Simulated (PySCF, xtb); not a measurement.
VBr4, SMILES [Br][V]([Br])([Br])[Br] (connectivity only; charge and spin as stated), neutral, multiplicity 2.

Harmonic wavenumbers (cm⁻¹) from GFN2-xTB run with xtb at its own minimum, in rising order: 47, 47, 75, 75, 75, 216, 340, 341, 342.

What does B3LYP-D3(BJ)/def2-SVP (PySCF) give at its own minimum? (The exact figures need the calculation; the answer reports its results.)

47, 76, 81, 81, 97, 231, 371, 371, 400. Paired by order, the mean absolute difference is 22 cm⁻¹ and the zero-point energies are 2.2 and 2.5 kcal/mol.
